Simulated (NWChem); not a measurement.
Molecule: SiNH₂F, singlet; SMILES [Si](F)N

```xyz
5

Si    -0.6434     0.0506     0.0000
F      0.4310     1.2984     0.0000
N      0.4907    -1.2340     0.0000
H      1.5010    -1.1134     0.0000
H      0.2134    -2.2102     0.0000
```
Atoms are numbered in this order, from 1.

Program: NWChem. Low-valent species are run as closed-shell singlets; no triplet was tried in these runs. Geometry: optimised at PBE0/def2-SVP. Vzz is the largest principal value of the second derivative of the potential at the nucleus (NWChem prints the opposite sign); η is the asymmetry. Non-relativistic.

**Question.** Order these runs by computing time, cheapest first, and give rough ratios: CAM-B3LYP/cc-pVTZ; Hartree-Fock/def2-SVP; Hartree-Fock/def2-TZVP.

**Answer.** Hartree-Fock/def2-SVP (1), Hartree-Fock/def2-TZVP (7), CAM-B3LYP/cc-pVTZ (50). Ratios are rough, from one shared machine; the cheapest took around 2.5 core-seconds (rough). What differs between the cheapest and the dearest: Vzz N3 (a.u.) -0.698 → -0.610; η N3 0.64 → 0.71.
